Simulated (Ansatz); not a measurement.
Stepwise reaction of `O[Si](O)(F)[SiH2]F` with hydrogen, as a gas-phase model of exchange steps in deposition or etching. ΔE in kJ/mol.

Calculated with Ansatz (gas phase, PBE0-D4/def2-TZVP geometries, no zero-point term in ΔE). CCSD(T)/CBS is the MP2 limit (def2-TZVPP, def2-QZVPP) plus CCSD(T) − MP2 in def2-TZVPP, frozen cores. This one scheme is used for every species. DFT in def2-TZVPP. B3LYP here is the variant with VWN-RPA as its local correlation; programs differ in this. One conformer a species, not always the lowest.

```csv
step,reaction,PBE-D4,B3LYP-D4,ωB97M-V,CCSD(T)/CBS
2,`O[SiH](F)[SiH2]F` + H₂ → `F[SiH2][SiH2]F` + H₂O,87.1,91.7,92.1,88.0
```

Question: Give the row of step 1, `O[Si](O)(F)[SiH2]F` + H₂ → `O[SiH](F)[SiH2]F` + H₂O. (An estimate is asked.)

Answer: The calculation gave: 
| step | reaction | PBE-D4 | B3LYP-D4 | ωB97M-V | CCSD(T)/CBS |
| --- | --- | --- | --- | --- | --- |
| 1 | `O[Si](O)(F)[SiH2]F` + H₂ → `O[SiH](F)[SiH2]F` + H₂O | 97.6 | 105.3 | 105.4 | 102.4 |

Question: By hand: ΔE of the 2 steps together at CCSD(T)/CBS.

Answer: (102.4) + (88.0) = 190.4 kJ/mol, or 95.2 kJ/mol a step.

In ΔE each step is lower than the one before. All are uphill at CCSD(T)/CBS. PBE-D4 differs from CCSD(T)/CBS by -4.8 to -0.9 kJ/mol a step. Isolated molecules leave out the surface, adducts and barriers. Largest T1 diagnostic: 0.012.
